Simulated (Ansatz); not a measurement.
Species: sum formula BNH₂Br (charge 0, doublet). It need not be the lowest isomer of its formula. 
Structure (B3LYP-D3(BJ)/def2-TZVP (Ansatz, a program for electronic structure) minimum search):
SMILES: [B](Br)N
```xyz
5

N     -2.1820    -0.2236     0.0044
B     -0.9391    -0.7838     0.1858
Br     0.7237     0.1569    -0.0236
H     -2.3301     0.7423    -0.2576
H     -3.0314    -0.7511     0.1240
```
Charge 0, spin multiplicity 2.

Dipole moments at this geometry, in debye (magnitudes).

```json
[
 {"level": "revPBE/def2-TZVPD", "program": "Ansatz", "dipole (D)": "2.74"},
 {"level": "B97M-V/def2-TZVPD", "program": "Ansatz", "dipole (D)": "2.72"},
 {"level": "B3LYP/def2-TZVPD", "program": "Ansatz", "dipole (D)": "2.75"},
 {"level": "CAM-B3LYP/def2-TZVPD", "program": "Ansatz", "dipole (D)": "2.80"},
 {"level": "wB97X-V/def2-TZVPD", "program": "Ansatz", "dipole (D)": "2.83"},
 {"level": "CCSD(T)/aug-cc-pVDZ", "program": "Ansatz", "dipole (D)": "2.80"}
]
```
